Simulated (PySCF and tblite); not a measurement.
The numbers below are computed, except where a source is named.
C₈H₇FO₂, numbered as in [CH2:1]=[C:2]1[CH:3]=[CH:4][C:5]([F:6])=[C:7]1[C:8](=[O:9])[O:10][CH3:11]. Geometries GFN2-xTB; weights from PBE0-D3(BJ)/pcSseg-1 energies and GFN2-xTB thermal corrections, with symmetry numbers and mirror pairs. Conformers within 2.5 kcal/mol (GFN2-xTB free energy) were kept, 4 at most. GIAO shieldings: PBE0/pcSseg-1. Shifts are against TMS (¹H), TMS (¹³C), CFCl3 (¹⁹F) at the same level; of two unlike H on one atom, a is the less shielded. (PySCF 2.14, tblite 0.8.)

Torsions listed: C2–C7–C8–O10, O9–C8–O10–C11. The 5-ring runs over atoms 2–3–4–5–7.

| conformer | shape | point group | mirror pair | ΔE(DFT) | Δ(G−E) at 350 K | δ H1a (ppm) |
| --- | --- | --- | --- | --- | --- | --- |
| 1 | 5-ring flat; 180°, 0° | Cs | no | 0.00 | 0.00 | 8.06 |
| 2 | 5-ring flat; 0°, 0° | Cs | no | 1.59 | -0.10 | 7.46 |

Energies in kcal/mol; the thermal term leaves out symmetry numbers and mirror images.

(1) Work out the weights at 350 K and the ¹H shift of H1a under fast exchange.

The minima are those of GFN2-xTB; planar forms about aryl–S or allylic bonds may be saddles in DFT.

## Answers

(1) RT = 0.696 kcal/mol. Each conformer gets RT ln(σ/g), with σ the rotational symmetry number and g = 2 for a mirror pair: 1: σ = 1, g = 1, G = 0.00 + 0.00 + 0.00 = 0.00, 0.00 above the lowest, exp(−ΔG/RT) = 1.000; 2: σ = 1, g = 1, G = 1.59 − 0.10 + 0.00 = 1.49, 1.49 above the lowest, exp(−ΔG/RT) = 0.118. The sum is 1.118, so the weights are 89.4, 10.6 %. The averaged shift is 7.99 ppm. At 298.15 K it is 8.01 ppm. At 298.15 K the leading conformer alone gives 8.06 ppm and bare DFT energies give 8.02 ppm.


Conformer gaps in pcSseg-1 on xTB geometries can be 2 kcal/mol off for S=O, P=O and other polar bonds.